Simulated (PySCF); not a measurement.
Se(Br)(OSiH3) (BrH₃OSeSi), SMILES [SiH3]O[Se]Br.

Coordinates come from a r2SCAN-D4/def2-SVP optimisation. This is a generated structure with no PubChem entry under its InChIKey; it may be hypothetical. Other conformers were not sampled.

Two levels are set side by side: TDDFT-PBE/def2-SVPD (PySCF) and TDDFT-LC-ωPBE/def2-SVPD (PySCF). Vertical, same geometry. The lowest singlet is HOMO→LUMO 100 % with PBE and HOMO→LUMO 96 % with the other functional; states are paired by order. Differences are taken from unrounded values.

```json
[
 {"quantity": "lowest singlet excitation (eV)", "TDDFT-PBE": "2.36"},
 {"quantity": "lowest triplet excitation (TDA) (eV)", "TDDFT-PBE": "1.74"}
]
```

Task: These are the TDDFT-PBE values. What does TDDFT-LC-ωPBE give? (Estimate from the structure and the level; the computed values follow.)

Result: 
```json
[
 {"quantity": "lowest singlet excitation (eV)", "TDDFT-LC-ωPBE": "2.72", "TDDFT-PBE minus TDDFT-LC-ωPBE": "-0.35"},
 {"quantity": "lowest triplet excitation (TDA) (eV)", "TDDFT-LC-ωPBE": "2.00", "TDDFT-PBE minus TDDFT-LC-ωPBE": "-0.26"}
]
```

A lower first singlet is the usual sign of a functional without exact exchange. Differences between two approximate levels are no errors against the true value.

Rough cost on one machine, each run with all the roots and properties that it gave: TDDFT-LC-ωPBE against TDDFT-PBE about 6 times.
